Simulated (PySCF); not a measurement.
C5H4F2, SMILES C=CC#CC(F)F. Atoms are numbered in the order given.

```xyz
11

C      3.4043     0.4139     0.0000
C      2.4251    -0.5016     0.0000
C      1.0381    -0.1879     0.0000
C     -0.1538     0.0417     0.0000
C     -1.5774     0.3784     0.0000
F     -2.1889    -0.1313     1.0911
F     -2.1889    -0.1313    -1.0911
H      4.4528     0.1079     0.0000
H      3.1854     1.4847     0.0000
H      2.6757    -1.5689     0.0000
H     -1.7312     1.4724     0.0000
```

The structure is a stationary point at PBE0-D3(BJ)/def2-SVP. This is a generated structure with no PubChem entry under its InChIKey; it may be hypothetical.

The numbers are results of SMD-ωB97X/def2-SVP (PySCF), not measurements.

Solvation free energies are E(SMD) − E(gas) at the gas-phase geometry, for 1 M in both phases. In vacuum the dipole moment is 2.81 D.

Q: Rank water, chlorobenzene, cyclohexanone by solvation free energy, most negative first.

A: chlorobenzene (-5.0 kcal/mol), cyclohexanone (-4.1 kcal/mol), water (-0.4 kcal/mol)
